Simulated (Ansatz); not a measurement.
Calculated with Ansatz (gas phase, PBE0-D4/def2-TZVP geometries, no zero-point term in ΔE). CCSD(T)/CBS adds triple-zeta CCSD(T) − MP2 to the extrapolated MP2 energy (def2 sets, frozen cores). This one scheme is used for every species. Functionals use def2-TZVPP. One conformer a species, not always the lowest.

`O[SiH2]C[SiH2]S` + CH₄ → `C[SiH2]C[SiH2]O` + H₂S  (formal exchange of groups at the Si–S bond)

(1) Is it downhill or uphill in electronic energy at CCSD(T)/CBS, and by how much? (Estimate.)

(2) What do these levels give: PBE-D4, r2SCAN-D4, ωB97X-V, MP2/def2-QZVPP, HF/CBS(def2), CCSD/CBS(def2)? (Best estimate.)

Largest T1 diagnostic among the species: 0.011.

## Answers

(1) Ansatz gave: Uphill: ΔE = +0.68 eV.

(2) The calculation gave: PBE-D4 0.70, r2SCAN-D4 0.71, ωB97X-V 0.66, MP2/def2-QZVPP 0.71, HF/CBS(def2) 0.69, CCSD/CBS(def2) 0.67 eV.
